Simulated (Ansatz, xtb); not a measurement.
# C7H6OS: which of two isomers lies lower

We compare X, `O=C[C@@H]1C=C[C@@H]1C=C=S`, a singlet, with Y, `O=C[C@@H]1C=C[C@H]1C=C=S`, a singlet. Both are isolated molecules in the gas phase, relaxed with PBE-D3(BJ)/def2-SVP, each in the lowest conformer that the search found.

Q: Estimate which is lower in electronic energy at CCSD(T)/def2-SVP + ΔMP2/def2-TZVPP, and by roughly how much.

A: CCSD(T)/def2-SVP + ΔMP2/def2-TZVPP gives E(Y) − E(X) = −0.038 eV, slightly favouring structure Y, which is too small a margin to settle the true order.

How the difference moves with the method:

```json
{"level": "PBE-D3(BJ)/def2-SVP", "geometry": "PBE-D3(BJ)/def2-SVP", "E(Y) − E(X) (eV)": "−0.026", "departure from the last row (eV)": "+0.012", "job, with rough time for the two": "optimisation, 38 s"}
{"level": "HF/def2-SVP", "geometry": "PBE-D3(BJ)/def2-SVP", "E(Y) − E(X) (eV)": "−0.061", "departure from the last row (eV)": "−0.023", "job, with rough time for the two": "part of the CCSD(T) run"}
{"level": "MP2/def2-SVP", "geometry": "PBE-D3(BJ)/def2-SVP", "E(Y) − E(X) (eV)": "−0.034", "departure from the last row (eV)": "+0.004", "job, with rough time for the two": "part of the CCSD(T) run"}
{"level": "CCSD(T)/def2-SVP", "geometry": "PBE-D3(BJ)/def2-SVP", "E(Y) − E(X) (eV)": "−0.043", "departure from the last row (eV)": "−0.005", "job, with rough time for the two": "single point"}
{"level": "CCSD(T)/def2-SVP + ΔMP2/def2-TZVPP", "geometry": "PBE-D3(BJ)/def2-SVP", "E(Y) − E(X) (eV)": "−0.038", "departure from the last row (eV)": "", "job, with rough time for the two": "single point, 2.3 min"}
```

As drawn, both hold the same kinds of bond in the same numbers.

The largest departure from CCSD(T)/def2-SVP + ΔMP2/def2-TZVPP is that of HF/def2-SVP, 0.023 eV. Levels run at GFN2-xTB geometries aren't shown. The last row adds to CCSD(T) the change of the MP2 difference between the two basis sets, here +0.005 eV.

With thermal terms from frequencies at re-optimised GFN2-xTB minima (ideal gas, soft modes damped towards free rotors, one conformer each, 298.15 K, 1 atm): the zero-point term adds +0.001 eV; ΔH is −0.037 and ΔG −0.038 eV.

The correlated steps freeze 13 core orbitals. Codes used: Ansatz 0.2.0, xtb 6.7.1; the last row on 2 threads of AMD EPYC 9R45 96-Core Processor (Zen 5) on a shared host.
